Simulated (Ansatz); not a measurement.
Basis-set series for CH₅BClIn (`C[B](Cl)[InH2]`). The species carries charge 0 and has multiplicity 1. In takes the def2 core potential. Geometry: relaxed with PBE0-D4/def2-TZVP.

```tsv
functional	basis	functions	energy (Eh)	HOMO (eV)	LUMO (eV)
PBE0-D4	def2-TZVPP	224	-716.10699	-6.95	-1.75
PBE0-D4	def2-QZVPP	416	-716.12586	-6.97	-1.76
ωB97M-V	def2-TZVPP	224	-716.22145	-9.03	-0.28
ωB97M-V	def2-QZVPP	416	-716.23965	-9.05	-0.32
```

Give the rows for def2-SVP. (An estimate is asked.)

Computed: 
```tsv
functional	basis	functions	energy (Eh)	HOMO (eV)	LUMO (eV)
PBE0-D4	def2-SVP	97	-715.87140	-6.86	-1.66
ωB97M-V	def2-SVP	97	-715.98199	-8.91	-0.09
```
